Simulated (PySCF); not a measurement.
An unknown is described by computed data only.

Formula: C4H16N2OSi2.

| Quantity | Value |
| --- | --- |
| 1H NMR | chemical shifts (computed TMS as zero) by class: 5.40 (1 H), 4.97 (1 H), 4.79 (1 H), 4.16 (1 H), 3.91 (1 H), 2.55 (6 H), 1.13 (3 H), -0.39 (2 H) ppm [GIAO PBE0/pcSseg-1] |
| NMR, other nuclei | isotropic shieldings of nuclei other than C and H, by class: 248 (1 N), 273 (1 N), 305 (1 O), 362 (1 Si), 422 (1 Si) ppm [GIAO PBE0/pcSseg-1] |
| 13C NMR | chemical shifts (computed TMS as zero) by class: 59.7 (1 C), 37.5 (2 C), 21.1 (1 C) ppm [GIAO PBE0/pcSseg-1] |
| Dipole | 1.06 D [PBE0/pcSseg-1] |
| Rotational structure | rotational constants A, B, C: 1.094, 0.954, 0.592 GHz [GFN2-xTB] |

The electronic properties come from PySCF, for the isolated species, density fitting. Levels stand in brackets. The structure is a single GFN2-xTB conformer in the gas phase; no vibrational or solvent corrections. GFN2-xTB frequencies show an imaginary mode (23i cm⁻¹), so this geometry is no minimum at that level. Each NMR value is the plain mean over a class of atoms that symmetry, rotation or inversion makes alike.

Question: Propose a structure and show how it fits.

Answer: Numbering: `[CH3:1][CH2:2][O:3][Si@H:4]([SiH2:5][NH2:6])[N:7]([CH3:8])[CH3:9]`. Its formula, C4H16N2OSi2, gives 0 degrees of unsaturation, so no ring and no π bond. 4 carbons fall into 3 classes; from least to most shielded: sp3 carbon bound to oxygen [C2] (59.7 ppm), N-methyl carbon [C8/C9] (37.5 ppm, 2 C), methyl carbon [C1] (21.1 ppm). Hydrogen classes from least to most shielded: 1 H on an oxygen-bound silicon, Si4 (5.40 ppm), 1 H on an SiH2 silicon, Si5 (4.97 ppm), 1 H on an SiH2 silicon, Si5 (4.79 ppm), 1 H on an sp3 carbon bound to oxygen, C2 (4.16 ppm), 1 H on an sp3 carbon bound to oxygen, C2 (3.91 ppm), 6 H on 2 N-methyl carbons, C8/C9 (2.55 ppm, a mean of values up to 1.3 ppm apart in this geometry), 3 H on a methyl carbon, C1 (1.13 ppm, a mean of values up to 0.5 ppm apart in this geometry), 2 H on a silicon-bound nitrogen, N6 (-0.39 ppm). The other shieldings belong to: 248 ppm, silicon-bound nitrogen [N7]; 273 ppm, silicon-bound nitrogen [N6]; 305 ppm, silyl ether oxygen [O3]; 362 ppm, oxygen-bound silicon [Si4]; 422 ppm, SiH2 silicon [Si5]. The optimised geometry has point group C1 and is an asymmetric top. Structure: `CCO[Si@H]([SiH2]N)N(C)C`. Computed isomers that give other values at the same levels: `CC(C)N[Si@@](C)(N)O[SiH3]` (13C chemical shifts (computed TMS as zero) by class: 45.6 (1 C), 30.8 (1 C), 29.7 (1 C), -0.7 (1 C) ppm); `CC(C)O[Si@H](C)[SiH](N)N` (13C chemical shifts (computed TMS as zero) by class: 68.5 (1 C), 28.2 (1 C), 24.9 (1 C), -2.3 (1 C) ppm); `C[Si@](N)(O)NCCC[SiH3]` (13C chemical shifts (computed TMS as zero) by class: 49.1 (1 C), 37.1 (1 C), 9.4 (1 C), -0.1 (1 C) ppm). The assignments are read from this structure; whether some other isomer fits the data as well wasn't checked. The mirror image fits equally.
